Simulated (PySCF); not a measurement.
This PySCF input asks for the NMR shieldings of `COB[C@@H](C)CCCl`, C₅H₁₂BClO; the geometry comes from GFN2-xTB.

```python
import basis_set_exchange as bse
import numpy as np
from pyscf import gto, dft
from pyscf.prop import nmr

atoms = """
C     2.807473   -1.397902   -0.358059
O     1.706316   -0.741731    0.213217
B     0.984779    0.193526   -0.404254
C    -0.224098    0.834807    0.443089
C    -0.874930    2.041536   -0.238599
C    -1.271834   -0.227198    0.820307
C    -1.991860   -0.811248   -0.382522
Cl   -0.820688   -1.505231   -1.532183
H     2.576632   -2.462815   -0.442746
H     3.671335   -1.272385    0.299249
H     3.044051   -1.002413   -1.349890
H     1.301951    0.621334   -1.461484
H     0.194991    1.184418    1.394185
H    -0.152722    2.848673   -0.331044
H    -1.216222    1.791299   -1.239897
H    -1.724290    2.406269    0.338344
H    -2.032214    0.209766    1.474881
H    -0.770822   -1.029972    1.364132
H    -2.663622   -1.619249   -0.091993
H    -2.549372   -0.050805   -0.927467
"""
names = dict.fromkeys(["C", "O", "B", "Cl", "H"], "pcSseg-1")
basis = {el: gto.basis.parse(bse.get_basis(n, elements=[el], fmt="nwchem")) for el, n in names.items()}
mol = gto.M(atom=atoms, basis=basis, charge=0, verbose=0)
mf = dft.RKS(mol, xc="PBE0")
mf.grids.level = 2
mf.grids.alignment = dft.numint.BLKSIZE   # the property module wants whole blocks of grid points
mf.conv_tol = 1e-9
mf.kernel()

calc = nmr.RKS(mf)   # GIAO
C = mf.mo_coeff
Co = C[:, mf.mo_occ > 0]
resp = mf.gen_response(singlet=True, hermi=2)
def vind(x):   # induced exchange potential for any number of trial vectors
    d = np.einsum("pi,xij,qj->xpq", C, 2 * x.reshape(-1, C.shape[1], Co.shape[1]), Co, optimize=True)
    return np.einsum("xpq,pi,qj->xij", resp(d - d.transpose(0, 2, 1)), C, Co, optimize=True).ravel()
mo1, _ = nmr.rhf.solve_mo1(calc, with_cphf=vind)
sigma = calc.kernel(mo1)
for i, s in enumerate(sigma):   # ppm
    w = np.linalg.eigvalsh((s + s.T) / 2)
    print("%2d %-2s iso %8.1f  s11 %8.1f  s22 %8.1f  s33 %8.1f" % (i, mol.atom_pure_symbol(i), w.mean(), *w))
```

Question: Give the expected output.

Answer: 
```
 0 C  iso    124.7  s11     89.1  s22    101.3  s33    183.7
 1 O  iso    175.1  s11    -19.6  s22    190.1  s33    354.8
 2 B  iso     55.7  s11     25.6  s22     53.3  s33     88.2
 3 C  iso    161.0  s11    149.3  s22    162.8  s33    170.9
 4 C  iso    170.7  s11    151.4  s22    173.1  s33    187.6
 5 C  iso    144.2  s11    125.7  s22    153.1  s33    153.6
 6 C  iso    137.2  s11     99.1  s22    136.2  s33    176.4
 7 Cl iso    840.4  s11    724.4  s22    814.8  s33    982.1
 8 H  iso     27.5  s11     23.7  s22     25.6  s33     33.3
 9 H  iso     27.5  s11     23.4  s22     25.2  s33     33.9
10 H  iso     27.8  s11     25.0  s22     25.9  s33     32.5
11 H  iso     26.5  s11     23.6  s22     26.6  s33     29.2
12 H  iso     30.6  s11     25.6  s22     29.5  s33     36.8
13 H  iso     30.5  s11     25.9  s22     27.7  s33     37.7
14 H  iso     30.6  s11     25.8  s22     30.6  s33     35.4
15 H  iso     31.2  s11     26.7  s22     28.7  s33     38.2
16 H  iso     30.1  s11     25.2  s22     28.1  s33     37.0
17 H  iso     29.3  s11     26.1  s22     27.5  s33     34.4
18 H  iso     28.1  s11     21.7  s22     27.0  s33     35.5
19 H  iso     28.1  s11     23.6  s22     26.8  s33     34.0
```

These numbers come from an equivalent density-fitted implementation of the same equations, which agrees with the script to about 0.01 ppm for H and up to a few tenths of a ppm for heavy atoms, so last digits may differ.

Size and cost of the density-fitted run: 203 basis functions, 43 s wall time on 1 thread of an Arm Neoverse V1, shared host; peak memory 0.92 GiB.
